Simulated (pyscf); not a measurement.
# O=Re(=O)(OH)(Cl)–Cl, singlet

Gas-phase minimum from PySCF at ωB97X-D3(BJ)/def2-SVP, one conformer. 

SMILES: [O]=[Re](=[O])([OH])([Cl])[Cl]
```xyz
7

O     -0.2528     0.1977     2.2549
Re     0.3707    -0.6037     0.9243
O      1.5643    -1.6698     1.4143
O     -0.2908    -0.4510    -0.8539
Cl     1.7508     1.0655     0.2020
Cl    -1.2951    -2.2470     0.9809
H     -1.0156    -1.0432    -1.1011
```

Bonded distances (Å): O1–Re2 1.674, Re2–O3 1.674, Re2–O4 1.903, Re2–Cl5 2.283, Re2–Cl6 2.341, O4–H7 0.968. Bond angles (°): O1–Re2–O3 109.7, O1–Re2–O4 125.1, O1–Re2–Cl5 97.3, O1–Re2–Cl6 93.0, O3–Re2–O4 124.9, O3–Re2–Cl5 97.3, O3–Re2–Cl6 93.1, O4–Re2–Cl5 81.7, O4–Re2–Cl6 80.3, Cl5–Re2–Cl6 162.0, Re2–O4–H7 116.7.

Properties at ωB97X-D3(BJ)/def2-SVP:

```
Item                                                                                                                                                                                             Result
---------------------------------------------------------------------------------------------------------------------  --------------------------------------------------------------------------------
Harmonic wavenumbers, unscaled                                                                                         60, 163, 231, 248, 266, 325, 351, 374, 396, 435, 691, 859, 1053, 1098, 3850 cm⁻¹
Zero-point energy                                                                                                                                                                         14.9 kcal/mol
Rotational symmetry number                                                                                                                                                                            1
Entropy of this conformer at 298 K and 1 atm, rigid rotor and harmonic oscillator, modes under 100 cm⁻¹ raised to 100                                                                   372.4 J/(mol K)
Dipole moment                                                                                                                                                                                    1.13 D
```

Single-point totals, which compare only within one level:

```
level                   total energy (hartree)
----------------------  ----------------------
ωB97X-D3(BJ)/def2-TZVP             -1225.31058
PBE/def2-TZVP                      -1224.73455
r²SCAN/def2-TZVP                   -1225.15636
B3LYP-D3(BJ)/def2-TZVP             -1225.31954
PBE0-D3(BJ)/def2-TZVP              -1224.70537
M06-2X/def2-TZVP                   -1224.97517
ωB97M-D3(BJ)/def2-TZVP             -1225.33559
```

Soft torsions are taken as harmonic, which can shift the entropy by several J/(mol K). Elements past Kr carry the def2 core potentials, without spin-orbit coupling.
